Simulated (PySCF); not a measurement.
H18N6Ni, charge +2, triplet (typed; the unrestricted solution is spin-contaminated), geometry from GFN2-xTB (such geometries of metal compounds can be far from the true shape), with bond 19-18 at 1.25 times its length; B3LYP/STO-3G (PySCF).

PySCF was given this input:
```python
from pyscf import gto, scf, dft

mol = gto.Mole()
mol.atom = '''
    Ni    0.00007669   -0.00000160   -0.00002500
    N    -1.80583194   -1.14082178    0.46611182
    H    -2.53266252   -0.57349619    0.89839093
    H    -1.60505245   -1.89649615    1.11919885
    H    -2.22377200   -1.57023932   -0.35742408
    N    -0.53482375   -0.02479622   -2.12002702
    H    -1.51055685    0.23420271   -2.25663181
    H    -0.41458714   -0.94293431   -2.54409791
    H     0.01550852    0.62640437   -2.67677760
    N     0.41227913    0.05574497    2.14653381
    H     0.72914281   -0.83992659    2.51322682
    H    -0.42250583    0.30329423    2.67548629
    H     1.12649096    0.73918098    2.39194681
    N     1.87136437    1.06520477   -0.38014318
    H     1.82671125    2.04583975   -0.10863501
    H     2.14789474    1.04765606   -1.36004243
    H     2.64191890    0.65236079    0.14305032
    N     1.10803111   -1.86599323   -0.26638965
    H     1.87005446   -2.13690053    0.71664511
    H     1.70599978   -1.82329727   -1.09016084
    H     0.49709284   -2.67138572   -0.39090893
    N    -1.05127453    1.91067683    0.15400055
    H    -0.79234958    2.53482666   -0.60845144
    H    -0.84339086    2.40560737    1.01955265
    H    -2.06389038    1.81105917    0.11233484
'''
mol.basis = 'sto-3g'
mol.charge = 2
mol.spin = 2
mol.verbose = 4
mol.build()

mf = dft.UKS(mol)
mf.xc = 'b3lyp'
mf.kernel()
mo_i, mo_e, stable_i, stable_e = mf.stability(internal=True, external=False, return_status=True, nroots=6, tol=1e-6)
print('internally stable:', stable_i, ' externally stable:', stable_e)
if not stable_i:
    umf = mf.copy()
    umf.scf_summary = {}
    umf.kernel(umf.make_rdm1(mo_i, mf.mo_occ))
mf.analyze()
```

### Question
Write the output that PySCF gives for this input, abridged.

### Answer

```
PySCF version 2.14.0

[INPUT] verbose = 4
[INPUT] num. atoms = 25
[INPUT] num. electrons = 86
[INPUT] charge = 2
[INPUT] spin (= nelec alpha-beta = 2S) = 2
[INPUT] symmetry False subgroup None
[INPUT] Mole.unit = angstrom
[INPUT] Symbol           X                Y                Z      unit          X                Y                Z       unit  Magmom
[...]
nuclear repulsion = 680.070122151476
number of shells = 44
number of NR pGTOs = 198
number of NR cGTOs = 66
basis = sto-3g
ecp = {}

******** <class 'pyscf.dft.uks.UKS'> ********
method = UKS
initial guess = minao
damping factor = 0
level_shift factor = 0
DIIS = <class 'pyscf.scf.diis.CDIIS'>
diis_start_cycle = 1
diis_space = 8
diis_damp = 0
SCF conv_tol = 1e-09
SCF conv_tol_grad = None
SCF max_cycles = 50
direct_scf = True
direct_scf_tol = 1e-13
number electrons alpha = 44  beta = 42
XC library pyscf.dft.libxc version 7.1.2
    S. Lehtola, C. Steigemann, M. J. T. Oliveira, and M. A. L. Marques,  SoftwareX 7, 1–5 (2018)
XC functionals = b3lyp
    P. J. Stephens, F. J. Devlin, C. F. Chabalowski, and M. J. Frisch,  J. Phys. Chem. 98, 11623 (1994)
radial grids:
    Treutler-Ahlrichs [JCP 102, 346 (1995); DOI:10.1063/1.469408] (M4) radial grids

becke partition: Becke, JCP 88, 2547 (1988); DOI:10.1063/1.454033
pruning grids: <function nwchem_prune>
grids dens level: 3
symmetrized grids: False
atomic radii adjust function: <function treutler_atomic_radii_adjust>
small_rho_cutoff = 0
Set gradient conv threshold to 3.16228e-05
tot grids = 280600
init E= -1822.95860012163

cycle= 1 E= -1804.42499030935  delta_E= 18.5  |g|= 3.48  |ddm|=  8.2

cycle= 2 E= -1808.54862461622  delta_E= -4.12  |g|= 2.16  |ddm|= 8.76

cycle= 3 E= -1794.23024589507  delta_E= 14.3  |g|= 3.04  |ddm|= 10.3
cycle= 4 E= -1822.07500445359  delta_E= -27.8  |g|= 1.88  |ddm|= 8.69
cycle= 5 E= -1807.06667736226  delta_E=   15  |g|= 4.12  |ddm|= 8.62

cycle= 6 E= -1821.44663711913  delta_E= -14.4  |g|= 1.47  |ddm|= 6.19
cycle= 7 E= -1825.4768317173  delta_E= -4.03  |g|= 0.404  |ddm|= 5.68
cycle= 8 E= -1825.86297549328  delta_E= -0.386  |g|= 0.171  |ddm|= 3.19
cycle= 9 E= -1825.89586431517  delta_E= -0.0329  |g|= 0.0666  |ddm|= 0.939
cycle= 10 E= -1825.89981516754  delta_E= -0.00395  |g|= 0.0479  |ddm|= 0.262
cycle= 11 E= -1825.90218906202  delta_E= -0.00237  |g|= 0.0266  |ddm|= 0.16
cycle= 12 E= -1825.90298486119  delta_E= -0.000796  |g|= 0.0142  |ddm|= 0.11
cycle= 13 E= -1825.90308983539  delta_E= -0.000105  |g|= 0.0102  |ddm|= 0.037
cycle= 14 E= -1825.90321568358  delta_E= -0.000126  |g|= 0.00378  |ddm|= 0.0448
cycle= 15 E= -1825.90325836768  delta_E= -4.27e-05  |g|= 0.00172  |ddm|= 0.0249
cycle= 16 E= -1825.90327692505  delta_E= -1.86e-05  |g|= 0.00155  |ddm|= 0.00941
cycle= 17 E= -1825.903292874  delta_E= -1.59e-05  |g|= 0.00147  |ddm|= 0.00798
cycle= 18 E= -1825.90333317998  delta_E= -4.03e-05  |g|= 0.00138  |ddm|= 0.0206
cycle= 19 E= -1825.90341274043  delta_E= -7.96e-05  |g|= 0.00119  |ddm|= 0.0458
cycle= 20 E= -1825.90353480533  delta_E= -0.000122  |g|= 0.000969  |ddm|= 0.0982
cycle= 21 E= -1825.9035749361  delta_E= -4.01e-05  |g|= 0.000706  |ddm|= 0.0529
cycle= 22 E= -1825.90358598186  delta_E= -1.1e-05  |g|= 0.000586  |ddm|= 0.0193
cycle= 23 E= -1825.90359552128  delta_E= -9.54e-06  |g|= 0.000513  |ddm|= 0.0186
cycle= 24 E= -1825.9036039767  delta_E= -8.46e-06  |g|= 0.000435  |ddm|= 0.0206
cycle= 25 E= -1825.9036127584  delta_E= -8.78e-06  |g|= 0.000373  |ddm|= 0.0252
cycle= 26 E= -1825.90361470976  delta_E= -1.95e-06  |g|= 0.000344  |ddm|= 0.00586
cycle= 27 E= -1825.9036165779  delta_E= -1.87e-06  |g|= 0.000333  |ddm|= 0.00467
cycle= 28 E= -1825.9036199249  delta_E= -3.35e-06  |g|= 0.000312  |ddm|= 0.00853
cycle= 29 E= -1825.90362502372  delta_E= -5.1e-06  |g|= 0.000285  |ddm|= 0.0139
cycle= 30 E= -1825.90363098241  delta_E= -5.96e-06  |g|= 0.000247  |ddm|= 0.0194
cycle= 31 E= -1825.9036342281  delta_E= -3.25e-06  |g|= 0.000228  |ddm|= 0.0126
[...]
SCF not converged.
<class 'pyscf.dft.uks.UKS'> wavefunction is stable in the internal stability analysis
internally stable: True  externally stable: None
Total Energy =                       -1825.903654393686111
[...]
spin_pop of  8 H 1s       -0.00726
spin_pop of  9 N 1s       -0.00001
spin_pop of  9 N 2s       -0.04199
spin_pop of  9 N 2px      -0.00107
spin_pop of  9 N 2py      -0.00112
spin_pop of  9 N 2pz      -0.00685
spin_pop of  10 H 1s       -0.00838
spin_pop of  11 H 1s       -0.00560
spin_pop of  12 H 1s       -0.00514
spin_pop of  13 N 1s       -0.00001
spin_pop of  13 N 2s       -0.04209
spin_pop of  13 N 2px      -0.00720
spin_pop of  13 N 2py      -0.00357
spin_pop of  13 N 2pz      -0.00183
spin_pop of  14 H 1s       -0.00586
spin_pop of  15 H 1s       -0.00487
spin_pop of  16 H 1s       -0.00653
spin_pop of  17 N 1s       -0.00003
spin_pop of  17 N 2s       -0.09714
spin_pop of  17 N 2px       0.01048
spin_pop of  17 N 2py       0.00025
spin_pop of  17 N 2pz      -0.01915
spin_pop of  18 H 1s       -0.15859
spin_pop of  19 H 1s       -0.00865
spin_pop of  20 H 1s       -0.00918
spin_pop of  21 N 1s       -0.00001
spin_pop of  21 N 2s       -0.04085
spin_pop of  21 N 2px      -0.00301
spin_pop of  21 N 2py      -0.00780
spin_pop of  21 N 2pz      -0.00117
spin_pop of  22 H 1s       -0.00497
spin_pop of  23 H 1s       -0.00617
spin_pop of  24 H 1s       -0.00554
 ** Mulliken Spin Density (per atom)  **
spin density of  0 Ni =      2.65530
spin density of  1 N =     -0.05731
spin density of  2 H =     -0.00679
spin density of  3 H =     -0.00593
spin density of  4 H =     -0.00480
spin density of  5 N =     -0.06538
spin density of  6 H =     -0.00722
spin density of  7 H =     -0.00695
spin density of  8 H =     -0.00726
spin density of  9 N =     -0.05104
spin density of  10 H =     -0.00838
spin density of  11 H =     -0.00560
spin density of  12 H =     -0.00514
spin density of  13 N =     -0.05471
spin density of  14 H =     -0.00586
spin density of  15 H =     -0.00487
spin density of  16 H =     -0.00653
spin density of  17 N =     -0.10558
spin density of  18 H =     -0.15859
spin density of  19 H =     -0.00865
spin density of  20 H =     -0.00918
spin density of  21 N =     -0.05284
spin density of  22 H =     -0.00497
spin density of  23 H =     -0.00617
spin density of  24 H =     -0.00554
 ** Mulliken pop alpha/beta on meta-lowdin orthogonal AOs **
 ** Mulliken pop       alpha | beta **
In total            44.00000 | 42.00000
 ** Mulliken atomic charges   ( Nelec_alpha | Nelec_beta ) **
charge of  0Ni =      1.40395  (    14.62568     11.97038 )
charge of  1N =     -0.40318  (     3.67294      3.73025 )
charge of  2H =      0.17262  (     0.41030      0.41708 )
charge of  3H =      0.17945  (     0.40731      0.41324 )
charge of  4H =      0.17841  (     0.40840      0.41319 )
charge of  5N =     -0.40142  (     3.66802      3.73340 )
charge of  6H =      0.17133  (     0.41072      0.41795 )
charge of  7H =      0.17670  (     0.40817      0.41512 )
charge of  8H =      0.17238  (     0.41018      0.41744 )
charge of  9N =     -0.40686  (     3.67791      3.72895 )
charge of  10H =      0.18270  (     0.40446      0.41284 )
charge of  11H =      0.17506  (     0.40967      0.41527 )
charge of  12H =      0.17766  (     0.40860      0.41374 )
charge of  13N =     -0.40404  (     3.67466      3.72937 )
charge of  14H =      0.17364  (     0.41025      0.41611 )
charge of  15H =      0.17849  (     0.40832      0.41319 )
charge of  16H =      0.18087  (     0.40630      0.41283 )
charge of  17N =     -0.41705  (     3.65573      3.76132 )
charge of  18H =      0.07495  (     0.38323      0.54182 )
charge of  19H =      0.15141  (     0.41997      0.42862 )
charge of  20H =      0.15135  (     0.41973      0.42891 )
charge of  21N =     -0.40406  (     3.67561      3.72845 )
charge of  22H =      0.17934  (     0.40785      0.41282 )
charge of  23H =      0.17777  (     0.40803      0.41420 )
charge of  24H =      0.17854  (     0.40796      0.41350 )

WARN: System has nonzero charge 2; the dipole moment is origin-dependent.
Location of origin: [0. 0. 0.]

Dipole moment(X, Y, Z, Debye): -1.15277,  1.77736,  0.13189
```

The run did not converge; its last values are not results.
